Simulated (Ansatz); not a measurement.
H₉Si₅, doublet, geometry from GFN2-xTB; R2SCAN/STO-3G (Ansatz, an electronic-structure program).

Here is a job for Ansatz.
Ansatz 0.2 input:
```yaml
crystal:
  periodic: [false, false, false]
  atoms:
    - {symbol: Si, position_ang: [0.22496068, 1.95440188, -0.01027980]}
    - {symbol: Si, position_ang: [1.88800118, 0.44842216, 0.55798722]}
    - {symbol: Si, position_ang: [0.94515537, -1.67383499, 0.29088219]}
    - {symbol: Si, position_ang: [-1.27426537, -1.42182704, -0.36648372]}
    - {symbol: Si, position_ang: [-1.75058991, 0.86157224, -0.51971999]}
    - {symbol: H, position_ang: [0.07045402, 3.07203494, 0.93982683]}
    - {symbol: H, position_ang: [2.47985432, 0.61277713, 1.89442217]}
    - {symbol: H, position_ang: [3.04627284, 0.62184605, -0.33380809]}
    - {symbol: H, position_ang: [1.70712927, -2.45744605, -0.68791237]}
    - {symbol: H, position_ang: [1.04860490, -2.46514999, 1.52306830]}
    - {symbol: H, position_ang: [-1.53179502, -2.08967682, -1.64724305]}
    - {symbol: H, position_ang: [-2.18526124, -2.09795509, 0.56523578]}
    - {symbol: H, position_ang: [-2.18131473, 1.21542148, -1.88215708]}
    - {symbol: H, position_ang: [-2.91961163, 1.22586879, 0.29516486]}
basis:
  gaussian:
    orbitals: STO-3G
hamiltonian:
  xc: r2scan
magnetization: {spin_polarized: true, initial_magnetization: 1}
accuracy: high
```

The log (banner, timings and long lists left out):

```
Functional definition: r2SCAN
1133 factors; integrals over basis functions are off by at most 2.1e-9 eV
mean field evaluation 1: about -39073.4198 eV, gradient 1.7e1 eV
mean field evaluation 2: about -39073.7923 eV, gradient 1.5e1 eV
mean field evaluation 4: about -39075.5813 eV, gradient 2.4e-1 eV
mean field evaluation 8: about -39075.4078 eV, gradient 6.5e-3 eV
mean field evaluation 16: about -39075.4078 eV, gradient 2.2e-6 eV
mean field -39075.40782095 eV, -1435.9947511573 hartree, gradient 5.3e-8 eV, S^2 0.752791; 0 other end points of the search recorded, 0 dependent functions left out
reference -39075.40782262 eV, -1435.9947512186 hartree; 40, 39 occupied and 14, 15 virtual orbitals, 1133 factors
Total energy: -39075.40782262 eV, -1435.9947512186 hartree
```
